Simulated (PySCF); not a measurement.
Isomers of C5H12FPSi. Level of theory: PBE0-D3(BJ)/def2-SVP geometry optimisation, gas phase (PySCF 2.14.0). Energies are electronic, without zero-point or thermal terms, for one conformer each. No frequencies were run at this level. Point groups hold within 0.08 Å.

Task: Order them by energy at this level, lowest first, and give relative energies in kJ/mol.
A. `[F:1][CH:2]1[CH2:3][CH2:4][P:5]([SiH3:6])[CH2:7][CH2:8]1` with F1–C2–C3–C4 -176°, C2–C3–C4–P5 -55°, C3–C4–P5–Si6 -63°, C4–P5–C7–C8 -41°
B. `[CH3:1][P:2]1[CH2:3][CH2:4][SiH:5]([F:6])[CH2:7][CH2:8]1` with C1–P2–C3–C4 -170°, P2–C3–C4–Si5 64°, C3–C4–Si5–F6 -169°, C4–Si5–C7–C8 49°
C. `[CH3:1][CH:2]([CH3:3])/[C:4]([F:5])=[P:6]\[CH2:7][SiH3:8]` with C1–C2–C4–F5 64°, C4–P6–C7–Si8 -84°

Result: B (0.0), A (184.1), C (308.8).

As drawn, the lowest has an Si–F bond, which the highest lacks.

```
              SMILES      E (Eh)  E rel (kJ/mol)  dipole (D)  point group       A, B, C (MHz)
    CP1CC[SiH](F)CC1  -927.54194             0.0        2.33           Cs  2980, 867.6, 736.7
   FC1CCP([SiH3])CC1  -927.47183           184.1        0.77      near Cs  2168, 895.8, 889.9
CC(C)/C(F)=P\C[SiH3]  -927.42432           308.8        2.41           C1  1875, 883.7, 735.0
```

Task: How do the relative energies change in single points at PBE0/pcSseg-1 (no added dispersion term) on the same geometries?

Result: 
```csv
SMILES,PBE0-D3(BJ)/def2-SVP (kJ/mol),PBE0/pcSseg-1 (kJ/mol),shift
CP1CC[SiH](F)CC1,0.0,0.0,0.0
FC1CCP([SiH3])CC1,184.1,193.9,+9.8
CC(C)/C(F)=P\C[SiH3],308.8,308.9,+0.1
```

Each column counts from its own lowest isomer. The order is unchanged; the largest shift is 9.8 kJ/mol.
